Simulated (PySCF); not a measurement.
# Excited states of S⁶⁺ (sulfur, charge +6)

Ground state [Ne], ¹S. Computed with PySCF 2.14 in def2-TZVPPD with one added diffuse shell each of s, p, d type (7s7p5d1f, 60 functions), with no relativity, point nucleus. Vertical excitation energies in eV without spin-orbit coupling; excited terms of each kind are numbered among those the solver found.

```
 term  leading excitation  TDA-PBE0  TD-PBE0  TDA-LDA
1 3P°              2p → s    165.92   165.91   164.00
1 1P°              2p → s    167.15   167.14   165.08
 1 3S              2p → p    177.09   177.04   175.27
 1 3D              2p → p    178.45   178.44   176.45
 1 3P              2p → p    179.49   179.49   177.19
 1 1P              2p → p    179.49   179.49   177.19
 1 1D              2p → p    179.50   179.50   177.28
2 3P°              2p → d    196.95   196.94   194.68
1 3F°              2p → d    197.34   197.33   195.02
1 1F°              2p → d    197.98   197.98   195.44
1 3D°              2p → d    198.29   198.29   195.62
1 1D°              2p → d    198.29   198.29   195.62
 2 3S              2p → p    220.96   220.94   216.32
```

Question: What does TD-LDA give for these terms?

Answer: 1 3P° 164.00; 1 1P° 165.06; 1 3S 175.24; 1 3D 176.44; 1 3P 177.19; 1 1P 177.19; 1 1D 177.27; 2 3P° 194.67; 1 3F° 195.02; 1 1F° 195.43; 1 3D° 195.62; 1 1D° 195.62; 2 3S 216.31 (eV).

Where a singlet and its triplet coincide, the exchange integral that splits them vanishes by symmetry for a single excitation; correlation beyond this level separates them.

Oscillator strength of the first ¹S → ¹P° line: TDA-PBE0 0.189, TD-PBE0 0.191, TDA-LDA 0.182, TD-LDA 0.185.

Only the lower part of the computed list is shown. The solver can miss terms.
